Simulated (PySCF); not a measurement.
Electron correlation in Re (rhenium, neutral)

[Xe] 4f14 5d5 6s2, high-spin 6S determinant. All numbers are calculated (PySCF 2.14, a scalar-relativistic core potential, in aug-cc-pVDZ-PP with ECP60MDF (5s5p4d2f, 54 functions)). Frozen: 5s2 5p6; 7 electrons correlated.

MP2 pair energies summed by pair of shells (mhartree):

| pair | energy | share (%) |
| --- | --- | --- |
| 5d-6s | -49.23 | 44.9 |
| 5d-5d | -42.72 | 39.0 |
| 6s-6s | -17.71 | 16.1 |

Total MP2 correlation energy: -109.66 mhartree.

Same-spin part -61.40 and opposite-spin part -48.26 mhartree; SCS-MP2 scales them by 1/3 and 6/5 to -78.38 mhartree.
